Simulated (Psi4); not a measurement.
Intermolecular potential of HBr ··· BF3 (SMILES Br and FB(F)F). Monomers: optimised at B3LYP-D3(BJ) (def2-TZVP), held rigid. Orientation: a random orientation, not optimised. R is the distance of the centres of mass, along which the second monomer moves.

Geometry at R = 4.25 Å (first 2 atoms: monomer A):
```
6

Br     0.7124     0.0000     0.0000
H     -0.7124     0.0000     0.0000
F     -2.5443     2.7182    -0.4139
B     -2.8305     2.2518     0.7826
F     -3.0130     0.9612     0.9586
F     -2.9311     3.0752     1.8038
```

- PBE/def2-TZVP, counterpoise-corrected (Psi4)
- PBE-D3(BJ)/def2-TZVP, counterpoise-corrected (Psi4)
- SAPT0/jun-cc-pVDZ, frozen core (Psi4)

Interaction energies in kJ/mol; the last columns give the difference from SAPT0:

```json
[
 {"R / Å": "3.67", "PBE/def2-TZVP": "2.20", "PBE-D3(BJ)/def2-TZVP": "-1.48", "SAPT0/jun-cc-pVDZ": "4.00", "PBE/def2-TZVP − SAPT0/jun-cc-pVDZ": "-1.79", "PBE-D3(BJ)/def2-TZVP − SAPT0/jun-cc-pVDZ": "-5.48"},
 {"R / Å": "3.85", "PBE/def2-TZVP": "-0.36", "PBE-D3(BJ)/def2-TZVP": "-3.59", "SAPT0/jun-cc-pVDZ": "0.90", "PBE/def2-TZVP − SAPT0/jun-cc-pVDZ": "-1.25", "PBE-D3(BJ)/def2-TZVP − SAPT0/jun-cc-pVDZ": "-4.48"},
 {"R / Å": "4.05", "PBE/def2-TZVP": "-1.44", "PBE-D3(BJ)/def2-TZVP": "-4.18", "SAPT0/jun-cc-pVDZ": "-0.52", "PBE/def2-TZVP − SAPT0/jun-cc-pVDZ": "-0.92", "PBE-D3(BJ)/def2-TZVP − SAPT0/jun-cc-pVDZ": "-3.66"},
 {"R / Å": "4.25", "PBE/def2-TZVP": "-1.64", "PBE-D3(BJ)/def2-TZVP": "-3.93", "SAPT0/jun-cc-pVDZ": "-0.96", "PBE/def2-TZVP − SAPT0/jun-cc-pVDZ": "-0.68", "PBE-D3(BJ)/def2-TZVP − SAPT0/jun-cc-pVDZ": "-2.97"},
 {"R / Å": "4.44", "PBE/def2-TZVP": "-1.50", "PBE-D3(BJ)/def2-TZVP": "-3.40", "SAPT0/jun-cc-pVDZ": "-1.00", "PBE/def2-TZVP − SAPT0/jun-cc-pVDZ": "-0.50", "PBE-D3(BJ)/def2-TZVP − SAPT0/jun-cc-pVDZ": "-2.41"},
 {"R / Å": "4.62", "PBE/def2-TZVP": "-1.27", "PBE-D3(BJ)/def2-TZVP": "-2.85", "SAPT0/jun-cc-pVDZ": "-0.89", "PBE/def2-TZVP − SAPT0/jun-cc-pVDZ": "-0.37", "PBE-D3(BJ)/def2-TZVP − SAPT0/jun-cc-pVDZ": "-1.95"},
 {"R / Å": "4.95", "PBE/def2-TZVP": "-0.82", "PBE-D3(BJ)/def2-TZVP": "-1.93", "SAPT0/jun-cc-pVDZ": "-0.63", "PBE/def2-TZVP − SAPT0/jun-cc-pVDZ": "-0.20", "PBE-D3(BJ)/def2-TZVP − SAPT0/jun-cc-pVDZ": "-1.30"},
 {"R / Å": "5.26", "PBE/def2-TZVP": "-0.50", "PBE-D3(BJ)/def2-TZVP": "-1.28", "SAPT0/jun-cc-pVDZ": "-0.42", "PBE/def2-TZVP − SAPT0/jun-cc-pVDZ": "-0.08", "PBE-D3(BJ)/def2-TZVP − SAPT0/jun-cc-pVDZ": "-0.86"},
 {"R / Å": "5.76", "PBE/def2-TZVP": "-0.19", "PBE-D3(BJ)/def2-TZVP": "-0.64", "SAPT0/jun-cc-pVDZ": "-0.20", "PBE/def2-TZVP − SAPT0/jun-cc-pVDZ": "0.02", "PBE-D3(BJ)/def2-TZVP − SAPT0/jun-cc-pVDZ": "-0.43"},
 {"R / Å": "6.49", "PBE/def2-TZVP": "-0.03", "PBE-D3(BJ)/def2-TZVP": "-0.24", "SAPT0/jun-cc-pVDZ": "-0.07", "PBE/def2-TZVP − SAPT0/jun-cc-pVDZ": "0.04", "PBE-D3(BJ)/def2-TZVP − SAPT0/jun-cc-pVDZ": "-0.17"},
 {"R / Å": "7.47", "PBE/def2-TZVP": "0.01", "PBE-D3(BJ)/def2-TZVP": "-0.08", "SAPT0/jun-cc-pVDZ": "-0.01", "PBE/def2-TZVP − SAPT0/jun-cc-pVDZ": "0.02", "PBE-D3(BJ)/def2-TZVP − SAPT0/jun-cc-pVDZ": "-0.07"},
 {"R / Å": "8.76", "PBE/def2-TZVP": "0.01", "PBE-D3(BJ)/def2-TZVP": "-0.02", "SAPT0/jun-cc-pVDZ": "0.00", "PBE/def2-TZVP − SAPT0/jun-cc-pVDZ": "0.00", "PBE-D3(BJ)/def2-TZVP − SAPT0/jun-cc-pVDZ": "-0.03"}
]
```

PBE/def2-TZVP is furthest from SAPT0/jun-cc-pVDZ at 3.67 (-1.79 kJ/mol, below); its mean absolute difference over the points is 0.49 kJ/mol.

PBE-D3(BJ)/def2-TZVP is furthest from SAPT0/jun-cc-pVDZ at 3.67 (-5.48 kJ/mol, below); its mean absolute difference over the points is 1.98 kJ/mol.
